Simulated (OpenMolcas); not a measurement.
**Mn3+: moving or changing the point charges**

Mn3+ among 2 point charges of -1.5 e arranged as a linear pair (D∞h), 1.86 Å from the ion.

```yaml
Program: OpenMolcas
Method: CASSCF
Basis: ANO-RCC-VDZP [5s4p2d1f]
Scalar_Hamiltonian: DKH2, point nucleus
Active_space: 4 electrons in 5 orbitals (3d)
State_averaging: 2S+1 = 5 even, 5 roots; 2S+1 = 3 even, 45 roots; 2S+1 = 1 even, 50 roots
Spin-orbit_coupling: RASSI with atomic mean-field integrals over the reference wave functions
```

Runs around this geometry, states (labels by Λ). Energies in cm-1 above the lowest state or level, χT in cm3 K/mol.

```csv
R (Å),q (e),Ground state,First state of that spin,First gap with spin-orbit (degeneracies),χT at 300 K,First state of another spin
1.86,-0.75,5Σ,5Π 2169,"15.6 (1, 2)",2.603,3Γ 24543
1.74,-1.5,5Σ,5Π 4741,"8.1 (1, 2)",2.820,3Γ 24770
1.86,-1.5,5Σ,5Π 3820,"9.7 (1, 2)",2.775,3Γ 24757
2.04,-1.5,5Σ,5Π 2825,"12.5 (1, 2)",2.694,3Γ 24694
```

Taking the first state of the same spin as R^-n, n = -ln(2825 / 4741) / ln(2.04 / 1.74) = 3.3 between the shortest and longest distance.

Scaling the charges by -0.75 / -1.5 = 0.50 scales the first state of the same spin by 2169 / 3820 = 0.57; with fixed orbitals a first-order splitting would follow the charge.

Without dynamic correlation the repulsion within the d shell is too large (B by tens of per cent), so at a given field states of lower spin stand too high. This is an electrostatic model: the charges have no orbitals. No measured value stands beside these numbers.
